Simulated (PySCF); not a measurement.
SMILES COC([SiH2][SiH2][GeH3])=O (C2H10GeO2Si2) at its GFN2-xTB optimised geometry (Å):

```
17

C      2.4967    -2.6109     0.2464
O      1.0739    -2.5057     0.2286
C      0.5554    -1.3066     0.0000
O      1.2366    -0.3185    -0.1878
Si    -1.3642    -1.3066     0.0000
Si    -1.8108     0.9672     0.0000
Ge     0.0959     2.2075    -0.5553
H      2.7249    -3.6605     0.4115
H      2.9093    -2.2692    -0.7048
H      2.9067    -1.9951     1.0492
H     -1.7289    -2.1441     1.1457
H     -1.7180    -2.0779    -1.1976
H     -2.3203     1.3862     1.3162
H     -2.9093     1.2707    -0.9304
H      0.7753     1.8376    -1.8334
H      1.1623     2.3187     0.4830
H     -0.2750     3.6605    -0.7961
```

Computed with B3LYP/def2-SVP (PySCF). Cells within 0.4 Å of a nucleus heavier than hydrogen are left out (blank, or x).

Map of the electron localisation function on the plane z = 0.0 Å:

```
|0000000000000000000000000000000|
|0000000000000000000000000000000|
|0000000000000121000000000000000|
|0000000000003787300000000000000|
|0000000000017999610000000000000|
|0000000000017999610000000000000|
|0000000000005998511100000000000|
|0000000000002665346752000000000|
|0000000000013321269995000000000|
|0000000111146413159996100000000|
|0000002333258612159994000000000|
|0000013562007941247620000000000|
|0000024660xx0974210000000000000|
|0000013550xx0751012210000000000|
|0000001231004610388852000000000|
|000000013799960058x885100000000|
|000000014899852257x896000000000|
|0000000147301187488873000000000|
|00000000230xx099xx5200000000000|
|00000000120xx099xx5102430000000|
|0000000013300264587535762000000|
|00000000123321006xx86x473000000|
|000000000111100288x75x252000000|
|0000000000000003898348872000000|
|0000000000000001663059996100000|
|0000000000000000110069998200000|
|0000000000000000000069998100000|
|0000000000000000000048982000000|
|0000000000000000000000100000000|
|0000000000000000000000000000000|
|0000000000000000000000000000000|
```
Scale: ten equal steps from 0.000 (start of '0') to 0.995 (end of '9'), in the order '0123456789'; x runs from -6.00 to 6.00, y from -6.00 (bottom) to 6.00 (top).
